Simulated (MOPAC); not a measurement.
Job for MOPAC: PM6 on ZrTe, 2S+1 = 1, a point of a bond scan (R = 2.497 Å).

```
PM6 1SCF PRECISE CHARGE=0 THREADS=1
TeZr

Zr     0.00000000 1     0.00000000 1     0.00000000 1
Te     0.00000000 1     0.00000000 1     2.49659800 1
```

Program output:

```
*******************************************************************************
 **                                                                           **
 **                              MOPAC v23.2.5                                **
 **                                                                           **
 *******************************************************************************
 ** MOPAC's Digital Object Identifier: https://doi.org/10.5281/zenodo.6511958 **
 **                                                                           **
 ** Please cite the open-source release paper for use of this MOPAC version:  **
 ** J. E. Moussa and J. J. P. Stewart (2026)                                  **
 ** MOPAC: An open-source semiempirical molecular orbital program             **
 ** J. Open Source Softw., 11(119), 8025, https://doi.org/10.21105/joss.08025 **
 *******************************************************************************

                              PM6 CALCULATION RESULTS

 *******************************************************************************
 *  PM6        - The PM6 Hamiltonian to be used
 *
 *
 *
 *                 CHARGE ON SYSTEM = 0
 *
 *
 *
 *  PRECISE    - TIGHTER CRITERIA TO BE USED
 *  1SCF       - DO 1 SCF AND THEN STOP
 *  THREADS=1  - MULTI-THREADING NOT USED
 *  T=         - A TIME OF 172800.0 SECONDS REQUESTED
 *  DUMP=N     - RESTART FILE WRITTEN EVERY 7200.0 SECONDS REQUESTED
 *******************************************************************************
PM6 1SCF PRECISE CHARGE=0 THREADS=1
 TeZr

   ATOM   CHEMICAL          X               Y               Z
  NUMBER   SYMBOL      (ANGSTROMS)     (ANGSTROMS)     (ANGSTROMS)

     1      Zr          0.00000000  *   0.00000000  *   0.00000000  *
     2      Te          0.00000000  *   0.00000000  *   2.49659800  *



          CARTESIAN COORDINATES

    NO.       ATOM           X           Y           Z

     1        Zr          0.0000      0.0000      0.0000
     2        Te          0.0000      0.0000      2.4966

 General Reference for PM6:
 "Optimization of Parameters for Semiempirical Methods V: Modification of NDDO Approximations
 and Application to 70 Elements", J. J. P. Stewart, J. Mol. Mod., 13, 1173-1213 (2007)
 URL: https://link.springer.com/article/10.1007/s00894-007-0233-4

           Empirical Formula: Zr Te  =     2 atoms



      MOLECULAR POINT GROUP   :   C*v


      RHF CALCULATION, NO. OF DOUBLY OCCUPIED LEVELS = 5


 -------------------------------------------------------------------------------
 PM6 1SCF PRECISE CHARGE=0 THREADS=1
 TeZr



     1SCF WAS SPECIFIED, SO BFGS WAS NOT USED
     SCF FIELD WAS ACHIEVED


                              PM6 CALCULATION
                                                       MOPAC v23.2.5 Linux




          FINAL HEAT OF FORMATION =       -136.70007 KCAL/MOL =    -571.95308 KJ/MOL


          COSMO AREA              =        156.26 SQUARE ANGSTROMS
          COSMO VOLUME            =        177.13 CUBIC ANGSTROMS

          IONIZATION POTENTIAL    =          6.045097 EV
          HOMO LUMO ENERGIES (EV) =         -6.045 -1.169
          NO. OF FILLED LEVELS    =          5
          MOLECULAR WEIGHT        =        218.8200         POINT GROUP:  C*v

          MOLECULAR DIMENSIONS (Angstroms)

            Atom       Atom       Distance
           Te     2   Zr     1     2.49660
           Te     2   Zr     1     0.00000
           Zr     1   Te     2     0.00000


          SCF CALCULATIONS        =          1





   ATOM   CHEMICAL          X               Y               Z
  NUMBER   SYMBOL      (ANGSTROMS)     (ANGSTROMS)     (ANGSTROMS)

     1      Zr          0.00000000  *   0.00000000  *   0.00000000  *
     2      Te          0.00000000  *   0.00000000  *   2.49659800  *

                             CARTESIAN COORDINATES

   1   Zr        0.000000000     0.000000000     0.000000000
   2   Te        0.000000000     0.000000000     2.496598000


           Empirical Formula: Zr Te  =     2 atoms



      MOLECULAR POINT GROUP   :   C*v


                  EIGENVALUES
 -70.28567  -8.41148  -8.41148  -8.20706  -6.04510  -1.16939  -0.87474  -0.87474
  -0.66146  -0.66146   1.84550   1.84550   7.23221


              NET ATOMIC CHARGES AND DIPOLE CONTRIBUTIONS

  ATOM NO.   TYPE          CHARGE      No. of ELECS.   s-Pop       p-Pop       d-Pop
    1         Zr           0.429612        3.5704     1.37261     0.67918     1.51860
    2         Te          -0.429612        6.4296     1.81807     4.61154
 DIPOLE           X         Y         Z       TOTAL
 POINT-CHG.     0.000     0.000    -5.152     5.152
 HYBRID         0.000    -0.000    -4.120     4.120
 SUM            0.000    -0.000    -9.272     9.272


          ATOMIC ORBITAL ELECTRON POPULATIONS

     Atom    s        px        py        pz      x^2-y^2     xz        z^2       yz        xy
    1 Zr   1.37261   0.15071   0.15071   0.37777   0.00000   0.38426   0.75008   0.38426   0.00000
    2 Te   1.81807   1.46504   1.46504   1.68147

 **********************
 *                    *
 * JOB ENDED NORMALLY *
 *                    *
 **********************




 == MOPAC DONE ==
```

The run finished.

Cost: very roughly 0.020 core-seconds.
